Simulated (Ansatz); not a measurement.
```xyz
12

C     0.016   -1.485    0.746
N    -0.340   -0.142    1.169
C    -0.277    0.897    0.414
F     0.458    2.782   -1.677
Ga    0.310    0.991   -1.583
H     0.671   -1.940    1.489
H     0.533   -1.422   -0.210
H    -0.885   -2.091    0.641
H    -0.665   -0.065    2.129
H    -0.595    1.806    0.931
H    -0.932    0.424   -2.385
H     1.706    0.244   -1.665
```

The species carries charge 0 and has multiplicity 1. The bonds changed during the relaxation, so this is another structure than the one it started from.

**Question.** List the PBE0/def2-TZVPP orbital energies in eV (Ansatz). (Estimate.)

**Answer.** Computed: Occupied: -10145.56, -1251.40, -1107.54, -1107.50, -1107.50, -670.64, -394.77, -280.52, -280.26, -149.75, -102.65, -102.56, -102.54, -29.49, -28.67, -22.04, -21.77, -21.73, -21.69, -21.66, -21.60, -18.92, -16.31, -14.17, -14.03, -12.65, -11.95, -10.84, -9.50, -9.21, -9.15, -7.90, -7.24. Lowest empty: -2.09, -0.24, 1.09, 1.62, 1.83, 2.15, 2.40, 2.78.
